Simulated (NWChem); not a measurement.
# AlCl, singlet; SMILES [Al][Cl]

```xyz
2

Al     0.0000     0.0000    -1.2092
Cl     0.0000     0.0000     0.9377
```
Atoms are numbered in this order, from 1.

Computed with NWChem. Pople sets run with spherical d functions. Low-valent species are run as closed-shell singlets; no triplet was tried in these runs. The geometry was optimised at PBE0/def2-SVP. GIAO values for the isolated, static molecule; σ is the absolute isotropic shielding.

```tsv
level	σ Al1 (ppm)	σ Cl2 (ppm)
KT2/pcSseg-1	455.8	497.3
PBE/pcSseg-1	[?]	[?]
PBE0/pcSseg-2	445.3	541.4
B3LYP/6-31G*	485.8	550.8
```

Q: What belongs in the gaps?

A: 
- PBE/pcSseg-1, σ Al1 (ppm): 435.1
- PBE/pcSseg-1, σ Cl2 (ppm): 473.2
